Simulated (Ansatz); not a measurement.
Geometry optimisation, Ansatz 0.2.0, RKS revPBE-D4/STO-3G.

input.yaml

```yaml
crystal:
  periodic: [false, false, false]
  atoms:
    - { symbol: Al, position_ang: [0.0, 0.0, 0.0] }
    - { symbol: "N", position_ang: [0.0, 0.0, 1.92] }
    - { symbol: H, position_ang: [-0.877, -0.2713, 2.45] }
    - { symbol: H, position_ang: [0.877, 0.2713, 2.45] }
    - { symbol: "N", position_ang: [1.6627, 0.0, -0.96] }
    - { symbol: H, position_ang: [2.1293, -0.9179, -1.2118] }
    - { symbol: H, position_ang: [2.1141, 0.9179, -1.2382] }
    - { symbol: O, position_ang: [-1.5415, 0.0, -0.89] }
    - { symbol: Si, position_ang: [-2.6907, -1.2238, -0.8267] }
    - { symbol: H, position_ang: [-2.2881, -2.2198, 0.162] }
    - { symbol: H, position_ang: [-3.9833, -0.6595, -0.4496] }
    - { symbol: H, position_ang: [-2.8007, -1.8572, -2.1376] }
basis:
  gaussian: { orbitals: STO-3G }
hamiltonian:
  xc: revpbe
  dispersion: d4
relax:
  f_tol: 0.02
  max_steps: 40
output:
  orbitals: {}
```

Command:

```bash
$ ansatz run input.yaml --threads 1 --pin off --max-ram 2048MiB --backend cpu --events-out ev --progress --plain --runs-dir out
```

Problem. Where does it end, and by what steps?

Solution. The run converged. The force dipped under the threshold on the way, but the program's further checks kept it going. Limits of this set-up: minimal basis. After 25 steps the energy has fallen by 1.639 eV; H6 moved furthest, 1.26 Å.

| step | energy less start (eV) | largest force component (eV/Å) | accepted |
| --- | --- | --- | --- |
| 0 | 0.0000 | 4.499 | yes |
| 1 | -0.9893 | 1.338 | yes |
| 2 | -1.1438 | 0.861 | yes |
| 3 | -1.1832 | 0.476 | yes |
| 4 | -1.2543 | 0.806 | yes |
| 5 | -1.3247 | 1.060 | yes |
| 6 | -1.3919 | 0.486 | yes |
| 7 | -1.4500 | 0.411 | yes |
| 8 | -1.4992 | 0.438 | yes |
| 9 | -1.5403 | 1.044 | yes |
| 10 | -1.5826 | 0.284 | yes |
| 11 | -1.6201 | 0.274 | yes |
| 12 | -1.6236 | 0.175 | yes |
| 13 | -1.6263 | 0.231 | yes |
| 14 | -1.6276 | 0.481 | yes |
| 15 | -1.6300 | 0.446 | yes |
| 16 | -1.6350 | 0.271 | yes |
| 17 | -1.6368 | 0.077 | yes |
| 18 | -1.6370 | 0.087 | yes |
| 19 | -1.6376 | 0.026 | yes |
| 20 | -1.6378 | 0.045 | yes |
| 21 | -1.6381 | 0.017 | yes |
| 22 | -1.6383 | 0.027 | yes |
| 23 | -1.6384 | 0.026 | yes |
| 24 | -1.6385 | 0.035 | yes |
| 25 | -1.6386 | 0.020 | yes |

```xyz
12
Properties=species:S:1:pos:R:3
Al 0.118 -0.289 -0.170
N -0.289 0.125 1.505
H -1.010 -0.448 2.014
H 0.505 0.243 2.185
N 1.725 0.065 -0.789
H 1.890 0.161 -1.820
H 2.341 0.769 -0.316
O -0.991 -1.002 -1.270
Si -2.551 -1.314 -0.645
H -2.544 -2.152 0.561
H -3.294 -0.094 -0.307
H -3.300 -2.024 -1.680
```

Run time: 75 s on 1 thread of Arm Neoverse V2 (shared host), peak memory 0.15 GiB.
